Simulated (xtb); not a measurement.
C6H10O, charge +1, doublet, at a GFN2-xTB geometry (a state made from the parent by changing its charge; the spin is typed, not shown lowest). Base run: GFN2-xTB (xtb).

Input for xtb:
```
$ xtb mol.xyz --gfn 2 --chrg 1 --uhf 1 --json

# file mol.xyz
17

O      2.28457943     0.40206330    -0.04860078
C      1.14921283     0.22209750     0.19906429
C      0.08708612     1.32782686     0.28392559
C     -1.13862627     0.99398946    -0.52722219
C     -1.77442548    -0.32381132    -0.09209757
C     -0.71311533    -1.39814608    -0.31480493
C      0.52758006    -1.14854000     0.50382244
H     -0.15839096     1.42763462     1.34533885
H      0.57115359     2.24156623    -0.07056933
H     -1.87978133     1.78810716    -0.36777892
H     -0.90539144     0.98545999    -1.59455139
H     -2.65839076    -0.53429509    -0.69171366
H     -2.06992885    -0.28328091     0.95628315
H     -1.14222559    -2.35828051     0.00041272
H     -0.46456230    -1.49279134    -1.37448721
H      1.30566255    -1.88769301     0.29610135
H      0.29894808    -1.14343203     1.57364487
```

Each row names what was changed in the base input (with any setting that the change needs).

```csv
change,ΔE vs base (mEh),G_solv (kcal/mol),SCF cycles
base,0.000,-,11
etemp = 5000,-15.735,-,11
etemp = 10000,-63.687,-,11
acc = 30,0.000,-,8
gbsa = toluene,-78.806,-50.04,11
gbsa = methanol,-89.627,-57.31,11
alpb = water,-87.459,-56.57,11
alpb = methanol,-89.484,-57.29,11
alpb = dmso,-83.911,-53.33,11
etemp = 3000,-4.811,-,11
```

ALPB and GBSA are two models with their own fitted parameters for each solvent, which aren't always the measured dielectric constant.
